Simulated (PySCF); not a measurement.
XPS shifts beside NMR shieldings

Species: C₅H₆Si.
Geometry (GFN2-xTB, Å), atoms numbered from 1 in this order:
```
atom  x, y, z in Å
C1     1.9073    1.0861    1.3591
C2     1.1049    0.5197    0.6709
C3     0.1161   -0.1353   -0.1318
Si4   -1.6744    0.3841    0.2164
C5     0.4426   -1.5353   -0.6318
C6     0.5420   -0.5990   -1.5180
H7     2.6152    1.5772    1.9577
H8    -1.8196    1.8194   -0.0305
H9    -2.0052    0.0798    1.6092
H10   -2.5296   -0.3822   -0.6936
H11    0.5295   -2.5507   -0.3346
H12    0.7722   -0.2644   -2.4990
```

Binding energies: PySCF, delta-SCF UKS SCAN, pcX-2 on the ionised atom, pcseg-1 elsewhere, spin-free X2C. Shieldings: GIAO PBE0/pcSseg-1, non-relativistic, same geometry.

```csv
atom,C 1s (eV)
C1,289.69
C2,290.30
C3,291.31
C5,290.91
```

Task: What are the absolute isotropic shieldings of these atoms?

Result: 
```
atom                  environment  C 1s (eV)  isotropic shielding (ppm)
  C1       terminal alkyne carbon     289.69                      121.6
  C2                alkyne carbon     290.30                       90.3
  C5             alkene CH carbon     290.91                       64.4
  C3  sp3 carbon bound to silicon     291.31                      185.9
```

Task: Among the listed atoms, is the one with the highest binding energy also the least shielded?

Result: No. The highest binding energy is at C3 (291.31 eV, shielding 185.9 ppm), the lowest shielding at C5 (64.4 ppm, 290.91 eV).

By binding energy: C1 < C2 < C5 < C3. By shielding: C5 < C2 < C1 < C3.

Of atoms equivalent by bonding only the ionised one is listed; its partners' own values can differ in this conformer. Spin contamination (⟨S²⟩ against 0.75 for a pure doublet) is marked for C 1s of C2 (0.85), which makes this value less certain. Isolated species at its GFN2-xTB geometry, gas phase.
